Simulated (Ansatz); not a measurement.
**Two structures, one formula**

Two relaxed structures of Al$_{2}$H$_{2}$Cl$_{2}$, singlet (PBE0-D4/def2-TZVP; forces vanish, vibrations not checked).

A:

| atom | x (Å) | y (Å) | z (Å) |
| --- | --- | --- | --- |
| Al1 | -0.5693 | 0.1029 | -0.7198 |
| Al2 | 1.4153 | -0.7731 | 0.4787 |
| Cl3 | 1.2079 | -1.0129 | 2.5668 |
| Cl4 | -0.3659 | -2.1534 | -0.6150 |
| H5 | -1.8925 | 0.5501 | -1.4694 |
| H6 | 2.7819 | -1.1486 | -0.2092 |

B:

```
atom    x (Å)    y (Å)    z (Å)
 Al1  -0.6997   0.9925   0.3333
 Al2   1.2951  -0.4989   0.6977
 Cl3   2.8133  -1.7519   1.4123
 Cl4  -0.1733   0.0497   2.4575
  H5  -1.9971   0.2921  -0.2338
  H6  -0.4227   2.5470   0.3769
```

Ansatz 0.2.0; basis: def2-TZVPP; cores frozen in the correlated methods. B3LYP uses VWN-RPA correlation.

**Question.** Which structure is lower at CCSD(T), and by how much? (To be estimated.)

**Answer.** The calculation gives: B, by 1.74 kcal/mol (electronic energy, against the other). By their contacts, A is Al₂H₂Cl₂ ([Cl][AlH]1[AlH][Cl]1) and B is Al₂H₂Cl₂ ([Cl][Al]1[AlH2][Cl]1).

All methods give the same order:

| method | E(B) − E(A) (kcal/mol) |
| --- | --- |
| PBE-D4 | -2.15 |
| r2SCAN-D4 | -1.61 |
| PBE0-D4 | -1.60 |
| B3LYP-D4 | -1.74 |
| wB97M-V | -2.21 |
| HF | -0.48 |
| MP2 | -1.54 |
| CCSD | -1.47 |
| CCSD(T) | -1.74 |

The T1 diagnostic stays at or below 0.011.

Labels in which every atom is bracketed show which atoms are joined, not bond orders.

For scale, one of the runs: CCSD(T)/def2-TZVPP, 196 basis functions, launched by `ansatz run in.yaml --threads 2 --pin off --events-out ev --progress --plain --max-ram 4352MiB`. Hardware: 2 CPU threads of an Intel Xeon Platinum 8259CL, shared host. Wall time 50 s; peak host memory 1.9 GiB.
